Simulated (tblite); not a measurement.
Start geometry of `[H]/N=C/c1[c]cccc1` [radical] from a force field or distance geometry (Å):
```
atom  x, y, z in Å
N1     2.7437   -1.0452    0.3010
C2     2.0936    0.0839    0.1967
C3     0.6486    0.1460    0.0615
C4     0.0562    1.4194   -0.0444
C5    -1.3259    1.5238   -0.1702
C6    -2.1238    0.3773   -0.2274
C7    -1.5304   -0.8822   -0.1340
C8    -0.1416   -0.9980    0.0160
H9     3.7464   -0.8652    0.3988
H10    2.6520    1.0310    0.2398
H11   -1.7815    2.5079   -0.2526
H12   -3.2007    0.4640   -0.3337
H13   -2.1545   -1.7775   -0.1569
H14    0.3173   -1.9857    0.0830
```

**Question.** What comes out of this run: tblite 0.8.0, GFN2-xTB geometry optimisation, gas phase?

**Answer.** 
```
atom  x, y, z in Å
N1     2.681   -1.033    0.295
C2     2.114    0.090    0.207
C3     0.667    0.188    0.060
C4     0.005    1.385   -0.041
C5    -1.342    1.530   -0.180
C6    -2.113    0.369   -0.222
C7    -1.497   -0.870   -0.125
C8    -0.129   -0.970    0.014
H9     3.693   -1.004    0.394
H10    2.633    1.058    0.232
H11   -1.809    2.501   -0.256
H12   -3.186    0.444   -0.330
H13   -2.098   -1.767   -0.160
H14    0.378   -1.920    0.092
```

The energy falls by 5.1 kcal/mol over 26 L-BFGS steps, the largest force on an atom goes from 2.68 to 0.008 eV/Å, and the atoms move by 0.060 Å rms after alignment. The bond that changes most is N1=C2 (ends: nitrogen bonded to C and H; carbon bonded to C, N and H), which shortens by 0.046 Å. Bonds longer at the end by more than 0.005 Å: 2 of 14; shorter: 9. Among the angles that change most is C3–C4–C5, from 119.5° to 125.2°. Rotational constants go from 5523, 1564, 1219 to 5689, 1588, 1242 MHz. The orientation of the end geometry is arbitrary; only internal coordinates are fixed.

Hardware: one thread, Arm Neoverse V2 (aarch64), no GPU, shared host. Cost: 0.11 s of wall time.

Its GFN2-xTB frequencies are all real (lowest 93 cm⁻¹). 2 starts were optimised and ended at 0.00 and 1.78 kcal/mol (GFN2-xTB); the lowest of these is shown.

One conformer stands for the species.

All values are computed, not measured.
